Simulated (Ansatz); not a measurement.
`[SiH3][SiH]1COC1` → `C1O[SiH2]C[SiH2]1`  (isomerisation)

Gas-phase electronic energies from Ansatz, PBE0-D4/def2-TZVP geometries. CCSD(T)/CBS is the MP2 limit (def2-TZVPP, def2-QZVPP) plus CCSD(T) − MP2 in def2-TZVPP, frozen cores. Functionals use def2-TZVPP.

```tsv
level	ΔE (kJ/mol)
PBE0	-244.6
MP2/def2-SVP	-258.2
CCSD(T)/def2-SVP	-241.1
CCSD/def2-TZVPP	-261.6
```

Task: What does CCSD(T)/CBS give? (Estimate.)

Result: Ansatz gave: -263.3 kJ/mol. The listed levels differ from it by 18.7, 5.1, 22.2, 1.7 kJ/mol.

Largest T1 diagnostic among the species: 0.013.

The D4 term adds −5.4 kJ/mol with B3LYP and −2.5 kJ/mol with PBE0; it sums over pairs of atoms, weighted by their polarisabilities, and B3LYP, whose exchange is more repulsive, gets the larger term. From PBE to PBE0 (25 % exact exchange), in def2-TZVPP and without D4, ΔE moves by −14.6 kJ/mol.

CCSD(T)/CBS has its own doubt, a few kJ/mol and more with outer-core shells, so smaller differences from it don't rank the levels.

B3LYP here is the variant with VWN-RPA as its local correlation; programs differ in this.
